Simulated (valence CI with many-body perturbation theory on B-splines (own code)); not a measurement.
# Eu57+: what the settings do

Computed by valence CI with perturbative core correlation (CI+MBPT): four valence electrons over a frozen Dirac-Fock core [He], a basis of 6 s, 6 p, 5 d, 3 f, 1 g functions for each j, with the one-electron correlation potential Σ1, the two-electron term Σ2, the three-electron term Σ3, Breit, model QED; selected CI, second order for the rest, scaled by the run's own slope (own B-spline code, finite nucleus).

No measured spectrum was set against this ion. As an estimate, large intervals hold to a few tenths of a per cent, small ones and those within an open d or f shell to about a per cent.

The reference run has the lowest level (2s^2 2p1/2^2) J=0 and an ionisation energy of 12720.1 eV. Its largest variational space holds 9717 state functions.

Levels are named by their leading jj configuration (3d3/2^4 stands for four electrons in 3d with j = 3/2), which in mixed levels can hold well under half, so a name can repeat and another be missing. Letters in brackets count levels of one name in rising energy.

Changed runs:
A. correlating orbitals by l 3 3 3 2 1 → 4 6 5 1 0; highest l in the core sums 6 → 3
B. size limit of the variational space 10000 → 6000; Breit term on → off; QED terms on → off
C. lowest core n in screening and Σ2 1 → 1
D. highest l in the core sums 6 → 1 (bad on purpose)

Excitation energies of the reference run in cm⁻¹, and shifts in cm⁻¹:

```tsv
Level	Reference	A	B	C	D
(2s^2 2p1/2 2p3/2) J=1	5427280	-156	+79615	0	-22
(2s^2 2p1/2 2p3/2) J=2	5567050	+7.3	+119653	0	+43
(2s 2p1/2^2 2p3/2) J=2	7315750	-89	+106116	0	+1103
(2s 2p1/2^2 2p3/2) J=1	7898860	+235	+91745	0	+1113
(2s^2 2p3/2^2) J=2	11128500	-67	+176935	0	-250
(2s^2 2p3/2^2) J=0	11532500	+198	+134077	0	-746
(2s 2p1/2 2p3/2^2) J=2 [a]	12560600	-271	+172795	0	+1100
(2s 2p1/2 2p3/2^2) J=3	12884800	-53	+233035	0	+1179
(2s 2p1/2 2p3/2^2) J=0	13267600	+222	+142077	0	+669
(2s 2p1/2 2p3/2^2) J=1 [a]	13416800	+94	+167737	0	+1064
(2s 2p1/2 2p3/2^2) J=2 [b]	13498400	+258	+206809	0	+1168
(2s 2p1/2 2p3/2^2) J=1 [b]	13525800	+267	+163520	0	+701
Ionisation energy (eV)	12720.1	-0.059	+22.5	0	-0.14
```

No effect on these energies: C.
